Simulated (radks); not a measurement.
Results of a calculation; reference values are marked as such.
Question: All-electron atom: Er in [Xe] 4f12 6s2 (the NIST ground configuration). Level of theory: scalar-relativistic Kohn-Sham, PBEsol, spin-polarised, spherical densities, finite nucleus; open shells are filled with parallel spins first (spin-orbit coupling, left out, can overturn this in heavy ions); Fermi nuclear charge, rms radius 5.2516 fm (a radial shooting solver on a logarithmic mesh with Libxc functionals). Some entries of the table are withheld. Estimate them.

| orbital | occ. | eigenvalue (eV) | r(max) (bohr) |
|---|---|---|---|
| 1s up | 1 | -57339.28 | 0.01287 |
| 1s down | 1 | -57339.28 | 0.01287 |
| 2s up | 1 | -9633.521 | 0.07326 |
| 2s down | 1 | -9633.493 | 0.07326 |
| 2p up | 3 | -8522.827 | 0.05957 |
| 2p down | 3 | -8522.806 | 0.05957 |
| 3s up | 1 | -2158.658 | 0.2073 |
| 3s down | 1 | -2157.793 | 0.2073 |
| 3p up | 3 | -1820.687 | 0.2039 |
| 3p down | 3 | -1819.825 | 0.2039 |
| 3d up | 5 | -1396.971 | 0.1664 |
| 3d down | 5 | -1396.309 | 0.1663 |
| 4s up | 1 | -426.2598 | 0.4739 |
| 4s down | 1 | -424.4735 | 0.4739 |
| 4p up | 3 | -315.0581 | 0.4954 |
| 4p down | 3 | -313.2998 | 0.4954 |
| 4d up | 5 | -166.0376 | 0.5118 |
| 4d down | 5 | -164.3115 | 0.5118 |
| 5s up | 1 | -52.2979 | 1.111 |
| 5s down | 1 | -51.4563 | 1.114 |
| 5p up | 3 | -26.7105 | 1.274 |
| 5p down | 3 | -26.1150 | 1.280 |
| 4f up | 7 | (1) | 0.5086 |
| 6s up | 1 | -3.8738 | 3.355 |
| 6s down | 1 | -3.8266 | 3.381 |
| 4f down | 5 | (2) | 0.5096 |

Answer: 
(1) 4f up eigenvalue (eV): -3.8926
(2) 4f down eigenvalue (eV): -2.3979
